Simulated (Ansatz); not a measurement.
Born–Oppenheimer molecular dynamics of C₂H₄BFOS (10 atoms, charge 0, multiplicity 1). It goes on from the last frame of an earlier run, with new velocities.

Level of theory: RKS PBE/STO-3G (Ansatz 0.2.0).

- ensemble: NVT, Langevin thermostat
- time step: 0.5 fs
- steps asked: 400
- set temperature: 700 K
- friction: 0.02 /fs
- seed: 425054

First frame:

```xyz
10
Properties=species:S:1:pos:R:3
C -0.369 -0.789 -1.002
C 0.151 -0.022 0.307
S 1.152 -1.043 1.358
O -1.195 0.701 0.807
B -0.157 1.511 0.365
F 0.104 2.756 0.185
H 0.481 -1.179 -1.556
H -0.947 -0.111 -1.592
H -1.070 -1.594 -0.638
H 1.776 -0.017 2.049
```

Task: How far do the bonds stretch over the last three quarters of this one trajectory? (Pairs bonded in most of those frames.)

Result: 
```json
{"bond": "C1–C2", "mean (Å)": "1.566", "spread (Å)": "0.044", "shortest": "1.48", "longest": "1.66"}
{"bond": "C1–H7", "mean (Å)": "1.117", "spread (Å)": "0.046", "shortest": "1.03", "longest": "1.21"}
{"bond": "C1–H8", "mean (Å)": "1.114", "spread (Å)": "0.032", "shortest": "1.04", "longest": "1.20"}
{"bond": "C1–H9", "mean (Å)": "1.113", "spread (Å)": "0.032", "shortest": "1.02", "longest": "1.21"}
{"bond": "C2–S3", "mean (Å)": "1.813", "spread (Å)": "0.049", "shortest": "1.74", "longest": "1.94"}
{"bond": "C2–O4", "mean (Å)": "1.655", "spread (Å)": "0.100", "shortest": "1.45", "longest": "1.78"}
{"bond": "C2–B5", "mean (Å)": "1.534", "spread (Å)": "0.051", "shortest": "1.42", "longest": "1.63"}
{"bond": "S3–H10", "mean (Å)": "1.381", "spread (Å)": "0.046", "shortest": "1.29", "longest": "1.48"}
{"bond": "O4–B5", "mean (Å)": "1.389", "spread (Å)": "0.044", "shortest": "1.29", "longest": "1.49"}
{"bond": "B5–F6", "mean (Å)": "1.318", "spread (Å)": "0.029", "shortest": "1.25", "longest": "1.38"}
```

Mean temperature of the second half: 786 K. The mean temperature of the second half is 12 % above the set value. A run of 0.2 ps of so small a system gives no equilibrium averages. Limits of this set-up: minimal basis.

Run time: 18 min on 1 thread of Arm Neoverse N1, on a shared host, peak memory 0.084 GiB.
